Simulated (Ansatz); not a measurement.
FH6O2ScSi2 (`[F][Sc]([O][SiH3])[O][SiH3]`). The species carries charge 0 and has multiplicity 1.

Cartesian coordinates in Å:
```
F 0.800 2.830 -1.247
Sc 0.334 1.195 -0.525
O -0.115 -0.242 -1.657
Si -0.508 -1.519 -2.595
O 0.311 0.964 1.345
Si 0.277 0.700 2.956
H 0.522 -2.585 -2.465
H -0.594 -1.111 -4.023
H -1.825 -2.074 -2.180
H -1.028 0.103 3.351
H 0.458 1.976 3.698
H 1.367 -0.237 3.343
```

**Question.** What are the harmonic wavenumbers in cm⁻¹ at PBE0-D4/def2-TZVP (Ansatz, finite differences of forces, unscaled)? (Best estimate.)

**Answer.** The calculation gave: 13i, 11i, 30, 42, 61, 100, 151, 156, 178, 386, 511, 688, 726, 729, 730, 733, 952, 954, 956, 957, 957, 993, 1031, 1066, 2210, 2211, 2212, 2213, 2216, 2218.
